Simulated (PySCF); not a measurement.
**How methods differ on the ionisation energy of Nb**

Nb [Kr] 4d4 5s1 (6D) → Nb⁺ [Kr] 4d4 (5D), as a difference of total energies. All numbers are calculated (PySCF 2.14, scalar relativity through the core potential, in aug-cc-pwCVDZ-PP with ECP28MDF). Correlated levels: valence: 4s2 4p6 frozen. The calculations carry no spin-orbit coupling.

Q: Order these methods by the ionisation energy they give, lowest first.
A. CCSD (valence)
B. MP2 (valence)
C. UHF
D. CCSD(T) (valence)

A: C (5.987 eV), B (6.431 eV), A (6.502 eV), D (6.527 eV).

Errors of the correlated levels include the incompleteness of this basis and the frozen core.

For comparison: 6.776 eV (measured; NIST levels, between the centres of gravity of the two terms).
